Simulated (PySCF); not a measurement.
# Working with the constants of BeN

UHF-CCSD(T) constants of BeN, ⁴Σ⁻ (quartet), unpaired electrons σ ↑, π ↑↑ (PySCF, no relativity, basis sets Be pcseg-2, N pcseg-2; masses 9.0122 and 14.0031 u):

```
ωe              : 937.6 cm⁻¹
ωexe            : 10.1 cm⁻¹
Be              : 1.1876 cm⁻¹
αe              : 0.0165 cm⁻¹
D (centrifugal) : 7.62e-06 cm⁻¹
De to Be + N    : 1.39 eV
```

(1) Give the vibrational terms G(v) and spacings up to v = 6.

(2) How well does the Morse estimate ωe²/(4ωexe) reproduce De, and what is D0?

Correlated steps freeze 1 core orbital. The state is the lowest determinant that a PBE0 search found; another state may lie lower at other levels.

Answers

(1) G(v) = ωe(v+½) − ωexe(v+½)².

```tsv
v	G(v) (cm⁻¹)	G(v) − G(v−1)	Bv (cm⁻¹)
0	466		1.179
1	1384	917	1.163
2	2281	897	1.146
3	3158	877	1.130
4	4015	857	1.113
5	4851	837	1.097
6	5668	816	1.080
```

(2) It gives 2.70 eV, 194 % of the computed De. D0 = De − G(0) = 1.39 − 0.06 = 1.33 eV.
